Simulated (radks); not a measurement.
The numbers below are computed, except where a source is named.
Fractional charge and spin in the 5p shell of samarium: the spin-up occupation runs from 2 to 3 and the spin-down occupation from 2 to 3; the fullest corner is Sm3+, [Kr] 4d10 4f(up 2.5, down 2.5) 5s2 5p(up 3, down 3). Code: a radial shooting solver on a logarithmic mesh with Libxc functionals. Model: scalar-relativistic Kohn-Sham, PBEsol, spin-polarised, spherical densities, finite nucleus; Fermi nuclear charge, rms radius of each element as measured or else 0.836 A^(1/3) + 0.57 fm. Energy (eV) minus the two flat planes that join the four corners (they meet along the diagonal where the two added fractions sum to one electron); zero is where a piecewise linear energy would lie.

down \ up,2,2.5,3
2,0.000,-1.687,0.000
2.5,-1.687,0.229,-1.611
3,0.000,-1.611,0.000

Corners above the fullest one (they belong to Sm4+ and the next ion): (up 3, down 2) 56.406 eV, (up 2, down 3) 56.406 eV, (up 2, down 2) 126.92 eV. With half an added electron in each spin the energy lies 0.229 eV from the planes, and with half an added electron in spin up alone -1.687 eV. The planes are only a guide here: the flat-plane condition holds for ground states with one frontier orbital, while this shell lies below other occupied shells, so the corners above the fullest one are inner-hole states and not the ground states of those ions.
